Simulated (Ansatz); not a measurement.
Reaction (atomization): `OBCBr` → B• + Br• + C• + 4 H• + O•

Isolated molecules relaxed with PBE0-D4/def2-TZVP in Ansatz; ΔE leaves out vibrations. CBS: MP2 limit from def2 TZ/QZ plus the TZ coupled-cluster correction, frozen cores. This one scheme is used for every species, atoms too. Open shells (•) are unrestricted, without spin–orbit coupling. Spin–orbit coupling would lower the free atoms: a little for B, C, O; clearly for Br. Bonds to Br are less sure, by a few kJ/mol each and by 10 to 20 or more in all where they break to atoms, as the def2 sets lack core-valence functions. Scalar relativity is left out up to krypton. Each species was taken in one conformer, which may not be the lowest.

| level | ΔE (eV) |
| --- | --- |
| HF/def2-SVP | 23.05 |
| MP2/def2-TZVPP | 30.71 |

What does CCSD(T)/CBS give? (An estimate is asked.)

Computed: +30.76 eV. The listed levels differ from it by -7.71, -0.05 eV.

Largest T1 diagnostic among the species: 0.014.

From BLYP to BHLYP (50 % exact exchange), in def2-TZVPP and without D4, ΔE moves by −0.74 eV: exact exchange takes away binding that semilocal exchange gives to molecules. Leaving LDA and LC-ωPBE aside and taking each functional with its dispersion term where it has one, the values, not all of them listed here, spread over 1.63 eV, from BHLYP-D4 to PBE-D4. LDA lies +4.02 eV from PBE without D4, its usual overbinding.

For atomizations the MP2-based limit and the directly extrapolated one differ by several kJ/mol either way, and by 10 to 25 for some Ge, Se and Sn compounds, so smaller differences from it don't rank the levels.
